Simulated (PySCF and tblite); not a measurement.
Values are calculated unless marked as measured or tabulated.
## C₉H₁₂O, numbered as in [CH3:1][CH:2]([CH3:3])[O:4][c:5]1[cH:6][cH:7][cH:8][cH:9][cH:10]1: conformational analysis

Search: ETKDG and KDG, MMFF94s, GFN2-xTB, 90 starts; geometries at PBE0-D3(BJ)/def2-SVP. Energies: CAM-B3LYP-D3(BJ)/def2-SVPD (IEF-PCM, chloroform), with GFN2-xTB thermal terms (modes under about 100 cm⁻¹ blended into free rotors). Symmetry numbers and mirror images are counted. Conformers within 3 kcal/mol (GFN2-xTB free energy) were kept, 6 at most. GIAO shieldings: PBE0/pcSseg-1 (IEF-PCM, chloroform). Couplings: B3LYP/pcSseg-1 with pcJ-1 on H (gas phase; spin-dipole term only for pairs with B, N, F, Si or P). Couplings are for ¹H. Shifts are against TMS (¹H), TMS (¹³C) at the same level. Programs: PySCF with density fitting and tblite.

Torsions listed: C1–C2–O4–C5, C2–O4–C5–C6. Of a mirror pair one member is shown.

```tsv
conformer	shape	symmetry	E(GFN2) kcal/mol	E(DFT) kcal/mol	G(298.15 K) kcal/mol	weight %	dipole D
1	-160°, 5°	C1 (pair)	0.00	0.00	0.00	99.9	1.89
2	66°, 180°	Cs	2.46	3.84	4.07	0.1	2.07
```

Weights (%) against temperature:

| T (K) | 1 | 2 | S(mix) cal/mol/K |
| --- | --- | --- | --- |
| 150 | 100.0 | 0.0 | 1.38 |
| 200 | 100.0 | 0.0 | 1.38 |
| 250 | 100.0 | 0.0 | 1.38 |
| 298.15 | 99.9 | 0.1 | 1.39 |
| 400 | 99.5 | 0.5 | 1.44 |

Averaged shifts at 298.15 K. ¹H: 7.52 (H7/H9, 2H), 7.07 (H8, 1H), 7.01 (H6/H10, 2H), 4.34 (H2, 1H), 1.32 (H1/H3, 6H) ppm. ¹³C: 163.5 (C5), 136.2 (C7/C9), 124.9 (C8), 119.3 (C6/C10), 68.3 (C2), 22.4 (C1/C3) ppm.

Averaged couplings (Hz): ²J(H1,H1) -14.1, ³J(H1,H2) 6.7, ³J(H6,H7) 9.3, ⁴J(H6,H8) 0.6, ⁴J(H6,H10) 2.4, ³J(H7,H8) 8.2, ⁴J(H7,H9) 1.2.

Coordinates of conformer 1 (Å):

```xyz
22

C    -2.571   -0.342    1.733
C    -1.633    0.141    0.646
C    -2.262    0.084   -0.736
O    -0.489   -0.697    0.713
C     0.685   -0.311    0.172
C     0.931    0.941   -0.407
C     2.197    1.230   -0.920
C     3.224    0.293   -0.868
C     2.975   -0.953   -0.288
C     1.721   -1.256    0.225
H    -2.859   -1.389    1.549
H    -2.081   -0.288    2.716
H    -3.483    0.272    1.759
H    -1.332    1.180    0.878
H    -1.552    0.395   -1.516
H    -2.585   -0.944   -0.959
H    -3.140    0.744   -0.789
H     0.148    1.697   -0.465
H     2.373    2.210   -1.369
H     4.210    0.529   -1.274
H     3.769   -1.702   -0.236
H     1.508   -2.224    0.683
```

Shifts are unscaled: against experiment ¹³C can be off by 15 ppm or more and ¹H by 0.8 ppm.

Search and properties took 9.6 min on 1 thread of Arm Neoverse V1 (shared host) (rough), launched as `OMP_NUM_THREADS=1 python ens_run.py task.json out`.
